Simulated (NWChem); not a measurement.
# Lowest excitation of CH$_{2}$I (+1)

```xyz
4

C      0.0000     0.0000    -1.6843
I      0.0000     0.0000     0.2749
H      0.9526     0.0000    -2.2332
H     -0.9526     0.0000    -2.2332
```
Charge +1, spin multiplicity 1.

Program: NWChem. Structure: optimised with B3LYP/def2-SVP with def2 effective core potentials on I, a minimum by its harmonic frequencies.

Basis set: def2-SVPD. CR-EOMCCSD(T) is the triples correction to the same EOM-CCSD root.

| method | lowest vertical singlet excitation energy (eV) | difference from EOM-CCSD |
|---|---|---|
| TD-PBE | 1.92 | -0.19 |
| CIS | 3.16 | +1.06 |
| TD-B3LYP | 2.10 | -0.01 |
| TD-PBE0 | 2.15 | +0.04 |
| EOM-CCSD | 2.11 | 0.00 |
| CR-EOMCCSD(T) | 2.09 | -0.01 |

The values span 1.25 eV, from TD-PBE (lowest) to CIS (highest). 

Effective core potentials replace the inner electrons of I; spin-orbit coupling is left out. The correlated methods keep 5 core orbitals frozen. B3LYP has NWChem's definition, with VWN1-RPA local correlation. The spin multiplicity of the parent species was assumed, not shown to be that of its ground state. The structure started from a generated list of species. Differences from the coupled-cluster row are differences between methods, not errors against experiment.
